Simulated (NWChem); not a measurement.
Species: C4H5Si, doublet; SMILES C1[SiH2]C=C[C]=1

```xyz
10

C      0.8751     1.2222     0.0000
C      1.4375     0.0192     0.0000
Si    -0.0678    -1.1291     0.0000
C     -1.3055     0.2904     0.0000
C     -0.5816     1.4328     0.0000
H      2.4997    -0.1995     0.0000
H     -0.1626    -1.9961     1.2075
H     -0.1626    -1.9961    -1.2075
H     -2.3917     0.2862     0.0000
H     -0.9992     2.4374     0.0000
```
Atoms are numbered in this order, from 1.

Level: B3LYP/6-31G* (spherical d), spin-unrestricted (NWChem), optimised geometry, unscaled harmonic frequencies. In the optimisation the excess spin sits in a' (Cs, its own frame). B3LYP is NWChem's, with the RPA form of VWN correlation.

```tsv
frequency (cm⁻¹)	IR intensity (km/mol)
242	0.1
382	2.4
477	11.5
532	3.2
593	4.4
635	9.9
696	10.8
725	10.2
730	1.4
754	118.2
878	76.9
944	31.7
966	106.0
989	0.1
1118	4.1
1138	18.7
1345	9.1
1556	6.1
1616	5.5
2235	125.7
2239	149.3
3185	11.1
3212	11.4
3225	0.3
```

The zero-point energy is 43.5 kcal/mol and the thermal correction to the enthalpy at 298.15 K (with zero-point energy) comes out as 47.2 kcal/mol. The heat capacity Cv is 19.4 cal/(mol K) and the entropy at 298.15 K and 1 atm (symmetry number 1, electronic part: spin degeneracy alone) comes out as 72.6 cal/(mol K). The dipole moment is 0.64 D.

Rigid rotor and harmonic oscillator.
